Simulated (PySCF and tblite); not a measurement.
Results of a calculation; reference values are marked as such.
C10H16, numbered as in [CH2:1]1[CH2:2][C@@H:3]2[CH2:4][C@H:5]([CH2:6]1)[C@@H:7]2[CH:8]1[CH2:9][CH2:10]1.

Geometries GFN2-xTB; weights from PBE0-D3(BJ)/pcSseg-1 (IEF-PCM, chloroform) energies and GFN2-xTB thermal corrections, with symmetry numbers and mirror pairs. Conformers within 2.5 kcal/mol (GFN2-xTB free energy) were kept, 3 at most. Run with PySCF (density fitting) and tblite.

Rotational constants are equilibrium values for the commonest isotopes; dipoles come from the energy level named and are polarised by its solvent model.

Torsions listed: C3–C7–C8–C9. The 4-ring runs over atoms 3–4–5–7. The 6-ring runs over atoms 1–2–3–4–5–6. Of a mirror pair one member is shown.

```json
{"conformer": "1", "shape": "4-ring puckered (ring torsions -28, 27, -27, 28°); 6-ring boat (ring torsions 33, -83, 83, -33, -27, 27°); -93°", "symmetry": "Cs"}
{"conformer": "2", "shape": "4-ring puckered (ring torsions -28, 28, -28, 28°); 6-ring chair (all substituents equatorial); -145°", "symmetry": "C1 (pair)"}
```

**Question.** Give the rotational constants and dipole components.

**Answer.** 
```tsv
conformer	A (MHz)	B (MHz)	C (MHz)	abs μa (D)	abs μb (D)	abs μc (D)	κ	Ic−Ia−Ib (u Å²)
1	2354	1002	998	0.06	0.00	0.14	-0.99	-212.9
2	2254	1108	1046	0.01	0.10	0.09	-0.90	-197.5
```
